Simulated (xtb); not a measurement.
B(H)(Me)(OMe) (C2H7BO), SMILES COBC. All values are semi-empirical tight-binding results from xtb (GFN2-xTB unless named), good for trends rather than for accurate numbers. Geometry: GFN2-xTB. Other conformers were not sampled.

Optimised geometry:

```xyz
11

B     -0.3431     0.3240     0.5300
H     -1.3932    -0.0168     0.9642
C      0.4125     1.5888     1.1132
H      0.5768     1.4868     2.1838
H     -0.1836     2.4892     0.9791
H      1.3753     1.7517     0.6385
O      0.2386    -0.3392    -0.4636
C     -0.2951    -1.4725    -1.0956
H     -0.4315    -1.2516    -2.1571
H      0.4143    -2.2976    -0.9951
H     -1.2554    -1.7653    -0.6608
```

Task: Estimate the properties. (An estimate is asked for; the answer gives what the named calculation found.)

Result: 
```yaml
orbital_gap: 5.91 eV
dipole_moment: 1.27 D
zero_point_energy: 56.4 kcal/mol
G − E(el) at 298.15 K (modified RRHO): 38.6 kcal/mol
static polarisability (D4 model): 45.0 bohr³
solvation energy, GFN2-xTB/ALPB(water): -1.4 kcal/mol
solvation energy, GFN2-xTB/ALPB(benzene): -3.9 kcal/mol
```

Computed IR lines (harmonic; lines under 4 % of the strongest left out, lines within 3 cm⁻¹ merged):
ν (cm⁻¹): 904 (m), 994 (w), 1008 (m), 1161 (w), 1343 (vs), 1384 (w), 1417 (w), 2487 (s), 2944 (w), 2961 (w), 2973 (w), 3020 (w), 3033 (w), 3056 (w) (against the strongest line: vs over 80 %, s over 45 %, m over 15 %, w over 4 %, vw less)

Computed atomic charges and the Wiberg bond orders between heavy atoms:
charges (e) B1 0.33, H2 -0.13, C3 -0.20, H4 0.04, H5 0.04, H6 0.04, O7 -0.29, C8 0.03, H9 0.05, H10 0.05, H11 0.04. Bond orders B1–C3 1.01, B1–O7 1.30, O7–C8 0.98.
